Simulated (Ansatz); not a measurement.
Mulliken charges of AlFH₂O₂ (`[OH][Al]([OH])[F]`) from PBE/def2-TZVPP in Ansatz (PBE0-D4/def2-TZVP geometry).

| atom | x (Å) | y (Å) | z (Å) | charge (e) |
| --- | --- | --- | --- | --- |
| O1 | -0.573 | 1.328 | -0.679 | -0.365 |
| Al2 | -0.045 | -0.146 | -0.067 | 0.687 |
| O3 | 1.058 | -0.140 | 1.199 | -0.365 |
| F4 | -0.599 | -1.564 | -0.696 | -0.325 |
| H5 | -1.198 | 1.398 | -1.397 | 0.183 |
| H6 | 1.399 | -0.940 | 1.594 | 0.183 |

**Question.** By hand: the dipole of these point charges (1 e Å = 4.8032 D).

**Answer.** Σ q r = (0.024, 0.058, 0.026) e Å, of length 0.068 e Å = 0.33 D.

**Question.** How does the dipole of the full density compare? (An estimate is asked.)

**Answer.** The calculation gave: (-0.045, -0.116, -0.051) e Å, 0.65 D; the point charges give 0.51 times that, at 179° from its direction, so they point the opposite way.

Point charges leave out the atoms' own dipoles, such as those of lone pairs, and Mulliken's split depends on the basis, so the two needn't agree.
